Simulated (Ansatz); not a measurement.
A single point on C₃H₅FSi (`FC1C=C[SiH2]1`).

```yaml
crystal:
  periodic: [false, false, false]
  atoms:
    - {symbol: F, position_ang: [-1.848189, 0.006000, -1.189459]}
    - {symbol: C, position_ang: [-1.058932, -0.105564, -0.055095]}
    - {symbol: C, position_ang: [-0.186467, 1.095893, 0.198999]}
    - {symbol: C, position_ang: [1.081168, 0.664432, 0.308352]}
    - {symbol: Si, position_ang: [0.600927, -1.065037, -0.162842]}
    - {symbol: H, position_ang: [-1.721896, -0.337479, 0.784081]}
    - {symbol: H, position_ang: [-0.562312, 2.114337, 0.298882]}
    - {symbol: H, position_ang: [1.943253, 1.262485, 0.574948]}
    - {symbol: H, position_ang: [0.967164, -1.498767, -1.535247]}
    - {symbol: H, position_ang: [0.868685, -2.187499, 0.780382]}
basis:
  gaussian: {orbitals: def2-QZVPP}
correlation: {method: mp2}
```

```sh
$ ansatz run in.yaml --threads 4 --pin off --events-out ev --progress --plain --max-ram 10444MiB
```

Shortened log:

```
Functional definition: HF
2687 factors; integrals over basis functions are off by at most 8.3e-4 eV
mean field evaluation 1: about -13736.7420 eV, gradient 3.5e1 eV
mean field evaluation 2: about -13736.8991 eV, gradient 3.5e1 eV
mean field evaluation 4: about -13740.2052 eV, gradient 3.8e0 eV
mean field evaluation 8: about -13740.2580 eV, gradient 2.5e-1 eV
mean field -13740.25832006 eV, -504.9451797807 hartree, gradient 2.5e-6 eV, S^2 0.000000; 0 other end points of the search recorded, 0 dependent functions left out
9 core orbitals not correlated: weight in the atoms' cores, before any rotation towards them, 1.000 or more for the frozen orbitals, at most 0.000 for the correlated occupied ones
reference -13740.25832006 eV, -504.9451797807 hartree; 14, 14 occupied and 425, 425 virtual orbitals, 2687 factors
second order -24.70574066 eV of doubles, -0.00000000 eV of singles
Total energy: -13764.96406072 eV, -505.8530990039 hartree
```

Hardware: 4 threads of an Arm Neoverse V1 on a shared host. Wall time 17 s, peak host memory 2.6 GiB.
